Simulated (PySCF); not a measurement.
C₅H₉F₂ (doublet state).
Geometry (GFN2-xTB, Å), atoms numbered from 1 in this order:
```xyz
16
C5H9F2 angstrom
F      3.146   -1.053    0.945
C      2.663   -0.342   -0.094
C      1.479    0.495    0.152
C      0.163   -0.321    0.149
C     -1.040    0.574    0.420
C     -2.333   -0.231    0.425
F     -3.403    0.594    0.678
H      2.935   -0.762   -1.047
H      1.578    0.979    1.126
H      1.421    1.261   -0.623
H      0.048   -0.812   -0.820
H      0.227   -1.096    0.915
H     -0.930    1.066    1.389
H     -1.111    1.351   -0.344
H     -2.330   -0.992    1.212
H     -2.520   -0.702   -0.545
```

The hyperfine couplings belong to this conformer and change with its torsions.

As a line formula: `FCCCC[CH]F` [radical].

Theory: UKS B3LYP, pcH-1 on C F H, non-relativistic, mean-field spin-orbit, GIAO in PySCF. Geometry: GFN2-xTB, one conformer, isolated molecule. Couplings are sensitive to structure, and on GFN2-xTB geometries they can be far from those on DFT ones. The SCF solution wasn't tested for stability.

Q: Predict the first-order ENDOR lines of C2, C4, C3, C6, C5, F1, F7, H8 and H11/H12 under fast tumbling at B = 332.9 mT (X band).

A: For S = 1/2 in fast tumbling each set of equivalent nuclei gives two lines, ν± = |νn ± a/2| to first order, with νn = g_N μN B/h and μN/h = 7.62259 MHz/T.

```
 nuclei  isotope     g_N  νn (MHz)  a_iso (MHz)  lower line (MHz)  upper line (MHz)
     C2      13C  1.4048      3.56       160.36             76.61             83.74
     C4      13C  1.4048      3.56        80.04             36.46             43.59
     C3      13C  1.4048      3.56       -23.61              8.24             15.37
     C6      13C  1.4048      3.56         5.29              0.92              6.21
     C5      13C  1.4048      3.56         3.69              1.72              5.41
     F1      19F  5.2577     13.34       160.54             66.93             93.61
     F7      19F  5.2577     13.34         8.56              9.06             17.62
     H8       1H  5.5857     14.17       -51.03             11.34             39.69
H11/H12       1H  5.5857     14.17        -4.21             12.07             16.28
```

The rows for 13C, of low natural abundance, apply to labelled samples.

Q: Which pairs are centred on the nuclear Larmor frequency, and which on half the coupling?

A: Centred on νn, since |a| < 2νn: C6, C5, F7 and H11/H12. Centred on |a|/2 and split by 2νn: C2, C4, C3, F1 and H8.

Q: At what field would the lower line of F1 fall to zero frequency?

A: Where νn = |a|/2, that is B = 80.27 MHz/(5.2577 × 7.62259 MHz/T) = 2000 mT, as far as first order holds there.

Couplings of abundant isotopes left out: H9/H10 (28.5 MHz).

Means are taken over nuclei equivalent by connectivity, which assumes that they swap fast.

The largest Mulliken spin populations are on C2 (+0.95), F1 (+0.07) and C3 (-0.07). No atom but C2 exceeds +0.15. The angles at C2 add up to 355.0°, so it is nearly planar; its axial dipolar tensor and the negative coupling of its proton fit spin in a p orbital normal to that plane.
